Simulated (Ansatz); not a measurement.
`[BH2][Al]([NH2])[SiH3]`, 11 atoms. Total charge 0; spin multiplicity 1. All runs use 2 threads of an Arm Neoverse V1 on a shared host. Correlated methods freeze the cores.

How many basis functions does each run have, and how long does it take in Ansatz? RKS ωB97M-V/def2-SVP energy; RKS r2SCAN0-D4/def2-TZVPP energy; RKS CAM-B3LYP-D4/def2-TZVPP energy; RHF-MP2/def2-QZVPP energy; RHF-CCSD(T)/def2-TZVPP energy; RKS ωB97M-V/def2-QZVPP energy; RHF-CCSD(T)/def2-SVP energy; RKS PBE0-D4/def2-QZVPP energy; RKS r2SCAN-D4/def2-TZVPP energy and forces; RKS PBE0-D4/def2-SVP energy; RKS PBE0-D4/def2-TZVP frequencies; RKS PBE0-D4/def2-TZVP relaxation (23 steps). (Estimate.)

Ansatz gave: Other jobs shared the machine, so times are rough.

```tsv
level	job	functions	wall time	peak host memory (GiB)
RKS PBE0-D4/def2-SVP	energy	99	1.8 s	0.2
RHF-CCSD(T)/def2-SVP	energy	99	6.5 s	0.35
RKS ωB97M-V/def2-SVP	energy	99	8 s	0.29
RKS CAM-B3LYP-D4/def2-TZVPP	energy	244	9.6 s	0.6
RKS r2SCAN-D4/def2-TZVPP	energy and forces	244	11 s	0.31
RKS r2SCAN0-D4/def2-TZVPP	energy	244	11 s	0.55
RKS PBE0-D4/def2-QZVPP	energy	464	16 s	1.4
RKS ωB97M-V/def2-QZVPP	energy	464	37 s	1.7
RHF-MP2/def2-QZVPP	energy	464	44 s	2.4
RKS PBE0-D4/def2-TZVP	relaxation (23 steps)	178	2.1 min	0.4
RKS PBE0-D4/def2-TZVP	frequencies	178	3.6 min	0.4
RHF-CCSD(T)/def2-TZVPP	energy	244	12 min	1.9
```
